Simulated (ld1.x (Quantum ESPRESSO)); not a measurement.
Cutoff test, hydrogen, RRKJ

H (Z = 1), norm-conserving RRKJ (Kleinman–Bylander form), made with ld1.x (Quantum ESPRESSO) 7.5 (PBE, fully relativistic). Core none, reference 1s1. Waves: 1s (bound): rc 0.75 bohr; 2p channel at 0.05 Ry: rc 0.75 bohr. Local part: all-electron potential smoothed inside 0.60 bohr (lloc = -2). Core correction: none. rho0 = 0.01.

Open shells are filled in proportion to 2j + 1 (rel_dist='average').

The pseudo-atom Hamiltonian at the reference potential is diagonalised in spherical Bessel functions j_l(qr) that vanish at 20 bohr, with q² up to the cutoff. All-electron valence levels (Ry): 1s -0.4772.

**Question.** How do the lowest levels (Ry) of each channel move with the cutoff, and are there ghosts?

**Answer.**

| cutoff (Ry) | s #1 | p1/2 #1 | p1/2 #2 | p3/2 #1 | p3/2 #2 | d #1 | d #2 | f #1 | Σ f·Δε (mRy) |
| --- | --- | --- | --- | --- | --- | --- | --- | --- | --- |
| 8 | -0.3819 | 0.0294 | 0.1001 | 0.0294 | 0.1001 | 0.0773 | 0.1847 | 0.1194 | 95.3 |
| 25 | -0.4073 | 0.0294 | 0.1000 | 0.0294 | 0.1000 | 0.0773 | 0.1847 | 0.1194 | 69.9 |
| 50 | -0.4087 | 0.0294 | 0.1000 | 0.0294 | 0.1000 | 0.0773 | 0.1847 | 0.1194 | 68.5 |
| 100 | -0.4149 | 0.0294 | 0.1000 | 0.0294 | 0.1000 | 0.0773 | 0.1847 | 0.1194 | 62.2 |
| 180 | -0.4496 | 0.0294 | 0.1000 | 0.0294 | 0.1000 | 0.0773 | 0.1847 | 0.1194 | 27.5 |
| 400 | -0.4771 | 0.0294 | 0.1000 | 0.0294 | 0.1000 | 0.0773 | 0.1847 | 0.1194 | 0.0 |

Result: no extra level below or beside the all-electron valence levels (s, p1/2, p3/2, d, f tested); 10 mRy is reached at 230 Ry and 1 mRy at 300 Ry.
